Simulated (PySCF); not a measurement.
# The second ionisation energy along group 6

Calculated with PySCF 2.14 from differences of total energies of unrestricted determinants, without spin-orbit coupling. Values in eV. The last column holds reference values (NIST; (s) semi-empirical, (t) theoretical, else measured). Unmarked ones compare directly (S terms, centres of terms, or small fine structure); those marked * lie between the lowest fine-structure levels and include a spin-orbit shift.

```
                                                          element                     configurations     UHF     PBE  r2SCAN  MP2 (valence)  SCS-MP2 (valence)  SCS-MP2 (valence and next inner shell)           reference
                               Cr (def2-TZVPPD, non-relativistic)                [Ar] 3d5 → [Ar] 3d4  15.130  17.253  16.979         16.087             15.449                                  16.122            16.486 *
Mo (def2-TZVPPD with the def2 core potential (28 electrons), ECP)                [Kr] 4d5 → [Kr] 4d4  15.108  16.416  16.301         15.756             15.324                                  15.698  16.16 ± 0.12 (s) *
 W (def2-TZVPPD with the def2 core potential (60 electrons), ECP)  [Xe] 4f14 5d4 6s1 → [Xe] 4f14 5d4  14.959  16.276  16.323         15.436             15.118                                  15.540  16.37 ± 0.15 (s) *
```

"Valence" correlates the outer s and p shells and, in groups 3 to 12 and the f block, the outer d or f shell, open or full, or the next shell where the ion has no valence electron left; the wider scheme adds the next inner shell.
